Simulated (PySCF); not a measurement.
Bond length, frequency and bond energy of HI⁻ by level of theory

State: ²Σ⁺ (doublet), unpaired electrons σ ↑. Set-up: basis H aug-cc-pVDZ, I aug-cc-pVDZ-PP with ECP28; scalar-relativistic core potentials; PySCF 2.14. De refers to H + I⁻ in their ground configurations, without counterpoise correction. The functionals are run spin-unrestricted. A positive dipole points towards I; it is taken about the centre of mass and depends on that origin. Levels whose curve was spin-contaminated or gave no clean fit are not listed.

```
      Level  Re (Å)  ωe (cm⁻¹)  De (eV)  μ (D)
   UHF-CCSD   2.489        412    0.145    n/a
UHF-CCSD(T)   2.463        434    0.168    n/a
        PBE   2.252        535    0.347   2.75
     r²SCAN   2.385        527    0.388   2.38
    r²SCANh   2.395        529    0.368   2.29
       PBE0   2.328        524    0.241   2.44
      B97-3   2.426        493    0.172   2.50
      ωB97X   2.417        522    0.096   2.46
     B2PLYP   2.447        470    0.215   2.03
```

Question: Which functional lies closest to UHF-CCSD(T) in De, which farthest, and by how much do they differ from it?

Answer: Closest is B97-3 (-3.7 pm in Re, +13.6 % in ωe, +0.00 eV in De against UHF-CCSD(T) in the same basis), farthest r²SCAN (-7.8 pm in Re, +21.4 % in ωe, +0.22 eV in De). CCSD(T) converges more slowly with the basis than the functionals do and binds too weakly in this one, so the order can change at the basis-set limit.

Question: What does a quarter of exact exchange do here, going from PBE to PBE0?

Answer: PBE0 less PBE: +7.6 pm in Re, -2.1 % in ωe, -0.11 eV in De. Exact exchange removes part of the self-interaction that spreads semilocal densities, and in most molecules shortens and stiffens the bond and lowers De; here Re and ωe go the other way.

Correlated steps freeze 4 core orbitals. The bond is weak. Basis-set superposition, not corrected here, can be much of De in a small basis, most of all at correlated wavefunction levels. Spin–orbit coupling is left out. For an ion De counts to the pair picked by the measured ionisation energies or electron affinities, which need not be the lowest pair at this level. The highest Kohn–Sham level is positive in this anion. Much of that is self-interaction error, but it also means that the finite basis helps to hold the extra electron. B2PLYP dipoles, levels and charges come from its SCF part alone. The state is the lowest determinant that a PBE0 search found; another state may lie lower at other levels.
